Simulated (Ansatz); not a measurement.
The cluster Pb₅Se₁₀, relaxed as a singlet with RKS PBE-D4/def2-SVP in Ansatz, starting from the GFN1-xTB geometry. Force threshold 0.03 eV/Å.

In the def2 sets Pb takes a core potential; there is no spin–orbit coupling. Single mean-field runs in def2-SVP are fitted with def2-universal-jkfit. Another isomer (singlet) lies 2.00 eV lower at PBE0-D4/def2-TZVP; other spin states weren't run for this one.

Start:

```tsv
atom	x (Å)	y (Å)	z (Å)
Pb1	2.1238	2.6520	2.3607
Pb2	0.2244	-2.5824	1.6809
Pb3	3.2085	-0.6821	0.8771
Pb4	-1.1429	1.2094	1.5310
Pb5	-0.4531	-0.6028	-2.3858
Se6	-2.2078	-3.2118	0.2196
Se7	-2.5342	-2.2538	-1.8349
Se8	-2.2936	-1.5101	1.8932
Se9	1.2196	-0.0024	2.6744
Se10	-1.6403	3.2713	-0.6978
Se11	3.2746	1.8988	0.0543
Se12	-2.1931	0.9992	-1.0370
Se13	1.2542	-1.7636	-0.7050
Se14	0.4250	-0.0947	-4.5979
Se15	0.7350	2.6732	-0.0329
```

Q: Estimate the energy that the relaxation releases and the steps that it takes.

A: 0.93 eV, in 23 steps; 100 s on 2 threads of AMD EPYC 7R13 on a shared host and a share (18 GiB) of an NVIDIA H100 80GB HBM3. The force fell under the threshold at step 22, but the optimiser went on. No frequencies were taken in this run, so the end may be a saddle point.

Q: Does the start keep its bonding and symmetry?

A: Bonds lost: Pb2–Se6, Pb4–Se9 (atoms count from 1).

Q: Predict the relaxed structure.

A: 
```tsv
atom	x (Å)	y (Å)	z (Å)
Pb1	2.304	2.722	1.895
Pb2	0.295	-2.444	2.241
Pb3	3.284	-0.765	0.716
Pb4	-1.248	1.117	1.431
Pb5	-0.343	-0.436	-2.193
Se6	-2.321	-3.281	-0.067
Se7	-2.657	-2.039	-1.999
Se8	-2.462	-1.859	1.861
Se9	1.585	0.113	2.917
Se10	-2.057	3.310	-0.360
Se11	3.103	1.729	-0.601
Se12	-2.587	1.095	-1.120
Se13	1.127	-2.149	-0.441
Se14	1.323	0.340	-3.882
Se15	0.655	2.548	-0.397
```
Bond lengths (bridged metal pairs left out): 16 × Pb–Se 2.50 to 3.00 Å; 5 × Se–Se 2.32 to 2.82 Å.
